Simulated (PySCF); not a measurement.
# What a mistake does to a calculation on BFH4NSi

These are calculations, not measurements. The program is PySCF 2.14.0, an open-source quantum chemistry code, run on an isolated molecule that a program drew, which may never have been made. The molecule is BFH4NSi (charge 0, doublet), drawn as the SMILES string `B[Si](N)F`.

Each row is a Hartree-Fock (HF) and frozen-core CCSD(T) single point in the cc-pV(D+d)Z basis, meant for a local HF minimum. Run 1 is clean. Each other run has one planted mistake out of seven kinds, and not every kind appears here: one electron removed, one electron added, multiplicity raised by two, geometry at a saddle point, minimal basis STO-3G, one bond length entered in bohr, all coordinates scaled. The reference is restricted for singlets and unrestricted otherwise, and also for a bond in bohr. Adding or removing an electron swaps singlet and doublet. Electrons count all cores. HOMO and LUMO are orbital energies over both spins, the gradient is its largest component, and the lowest frequency (negative if imaginary) is given only where the gradient is small. Bond lengths are over the 7 bonds as drawn. T1 is the CCSD diagnostic: over 0.02 (restricted) or 0.045 (unrestricted) a single reference is doubtful.

Geometry of the clean run:
```xyz
8
BFH4NSi, angstrom
B    -3.0125   -1.1414   -1.1057
Si   -1.3695   -0.3624   -1.6227
N     0.2048   -0.8357   -1.3049
F    -1.2143    0.9685   -2.5081
H    -2.9686   -2.1392   -0.4408
H    -4.0378   -0.6292   -1.4491
H     0.4309   -1.6477   -0.7651
H     1.0089   -0.3374   -1.6329
```

| run | electrons | basis functions | <S^2> | HOMO (eV) | LUMO (eV) | gradient (hartree/bohr) | lowest frequency (cm^-1) | mean bond (Å) | longest bond (Å) | T1 | HF (hartree) | CCSD(T) (hartree) | mistake |
|---|---|---|---|---|---|---|---|---|---|---|---|---|---|
| 1 | 39 | 85 | 0.758 | -7.59 | 1.44 | 3.4e-05 | 200 | 1.3670 | 1.890 | 0.0146 | -469.87714 | -470.45256 | no fault |
| 2 | 39 | 85 | 3.764 | -3.59 | -1.04 | 1.2e-01 | - | 1.3670 | 1.890 | 0.0218 | -469.63138 | -470.18639 | multiplicity raised by two |
| 3 | 39 | 85 | 0.758 | -7.61 | 1.66 | 5.1e-02 | - | 1.3055 | 1.805 | 0.0130 | -469.85840 | -470.42606 | all coordinates scaled |
| 4 | 39 | 28 | 0.754 | -4.22 | 5.81 | 3.5e-02 | - | 1.3670 | 1.890 | 0.0172 | -464.03670 | -464.21272 | minimal basis STO-3G |
| 5 | 38 | 85 | 0.000 | -18.09 | -6.08 | 9.8e-02 | - | 1.3670 | 1.890 | 0.0175 | -469.62677 | -470.18985 | one electron removed |
| 6 | 40 | 85 | 0.000 | -0.02 | 8.75 | 7.4e-02 | - | 1.3670 | 1.890 | 0.0132 | -469.84932 | -470.45838 | ? |

**Which mistake was planted in run 6, and what did it cost?**

It counts 40 electrons, one more than the clean run, at the same geometry and basis. So the mistake is: one electron added. Subtracting run 1 and multiplying by 627.51 kcal/mol a hartree, the energy moved by 17.5 kcal/mol in HF and -3.7 kcal/mol in CCSD(T).

